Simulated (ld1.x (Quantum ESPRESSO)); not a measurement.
# Before and after: TM potential for antimony

```
Element                 : antimony
Generator               : ld1.x (Quantum ESPRESSO) 7.5
Type                    : norm-conserving Troullier–Martins (Kleinman–Bylander form)
Functional              : revPBE
Relativity              : fully relativistic
Frozen core             : [Kr]
Valence charge          : 15
Reference configuration : 4d10 5s2 5p3
Partial waves           : 5p (bound): rc 2.55 bohr; 4d (bound): rc 1.25 bohr; 5s (bound): rc 2.05 bohr
Local potential         : the s channel
Core correction         : Bessel-smoothed model core inside 1.00 bohr
```

Open shells are filled in proportion to 2j + 1 (rel_dist='average').

Change: wave 4d (bound): rc 1.25 bohr becomes 4d (bound): rc 1.54 bohr.

Cutoffs: the cutoffs (Ry, on a coarse ladder) from which the occupation-weighted sum of valence levels, in a spherical-Bessel basis at the reference potential, stays within 10 and 1 mRy of its value at 400 Ry; they do not see the model core or the augmentation charge, which bear on the density cutoff. Errors are all-electron minus pseudo energies relative to the spin-unpolarised reference configuration.

Question: Predict the effect on cutoff, ghosts and configuration errors.

Answer: The potential gets softer (100 Ry and 180 Ry → 90 Ry and 140 Ry); the number of tests that count goes from 6 to 7; the errors of the 6 common tests hardly move; neither file shows a bound ghost at the reference potential, the only one tested. A larger radius leaves more room for a smooth pseudo-wave, so fewer plane waves are needed.

```tsv
quantity	base	changed
cutoff, loose	100 Ry	90 Ry
cutoff, tight	180 Ry	140 Ry
loose cutoff by channel (10 mRy a level)	p 8 Ry, d 90 Ry, s 12 Ry	p 8 Ry, d 80 Ry, s 12 Ry
bound ghosts	none	none
tests counted (converged, no solver errors)	6 of 7	7 of 7
error for 4d10 5s2 5p2, meV [ΔE 8.28 eV]	+1.0	+1.0
error for 4d10 5s2 5p1, meV [ΔE 24.19 eV]	+2.1	+2.1
error for 4d10 5s2 5p0, meV [ΔE 48.50 eV]	-7.4	-7.1
error for 4d10 5s1 5p3, meV [ΔE 16.97 eV]	+2.9	+2.9
error for 4d10 5s2 5p2.5, meV [ΔE 3.24 eV]	+0.2	+0.2
error for 4d10 5s1 5p4, meV [ΔE 8.06 eV]	-1.1	-1.2
s: phases at 2.75 bohr within 0.05 rad from the reference energy up to (Ry; the scan ends near 5)	2.0	2.0
p1/2: phases at 2.75 bohr within 0.05 rad from the reference energy up to (Ry; the scan ends near 5)	3.1	3.1
p3/2: phases at 2.75 bohr within 0.05 rad from the reference energy up to (Ry; the scan ends near 5)	3.0	3.0
d3/2: phases at 2.75 bohr within 0.05 rad from the reference energy up to (Ry; the scan ends near 5)	0.1	0.1
d5/2: phases at 2.75 bohr within 0.05 rad from the reference energy up to (Ry; the scan ends near 5)	0.1	0.1
```

Base: Tests not counted: 4d9 5s2 5p4 (solver errors, printed error -433 meV).
